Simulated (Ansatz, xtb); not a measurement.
Pulling on the Ge1–H2 bond in CH4Ge (SMILES [CH3][GeH]) (multiplicity 1 held, fragments rigid). Energies count from the point at 1.605 Å.
Geometry at that point (charge 0, multiplicity 1):
| atom | x (Å) | y (Å) | z (Å) |
|---|---|---|---|
| Ge | -0.2642 | -0.2022 | 0.3135 |
| H | -1.2833 | -0.5777 | -0.8688 |
| C | 1.0068 | 0.7263 | -0.9321 |
| H | 1.8767 | 1.1303 | -0.4165 |
| H | 0.4830 | 1.5360 | -1.4499 |
| H | 1.3361 | 0.0253 | -1.7055 |

R- and RO- levels are restricted; in cc, def2 and unpolarised 6-31G sets they are followed outwards from rest. U- levels take the lowest unrestricted solution at each point, which mixes spins at long bonds. Curves can end on different states.

Cores are frozen in the correlated methods. Filled d and f shells under p-block atoms count as core.

The values were computed with Ansatz (Gaussian orbitals); xtb for the GFN methods.  The GFN methods have no spin term and hold the electronic entropy of 300 K.

Problem. One of these levels gives 221.0 kJ/mol for the energy at R = 5.138 Å. Which one is it?
A. U-B3LYP/cc-pVTZ
B. U-HF/cc-pVTZ
C. GFN2-xTB
D. R-MP2/cc-pVTZ

Solution. B, U-HF/cc-pVTZ. The others give 359.5 (GFN2-xTB), 303.4 (U-B3LYP/cc-pVTZ), 446.5 (R-MP2/cc-pVTZ)

Doubts at one or more of the structures used: a spin-contaminated determinant (U-HF/cc-pVTZ, U-B3LYP/cc-pVTZ); a restricted determinant that unrestricted orbitals would lower (R-MP2/cc-pVTZ).

Ansatz is a program for electronic structure.
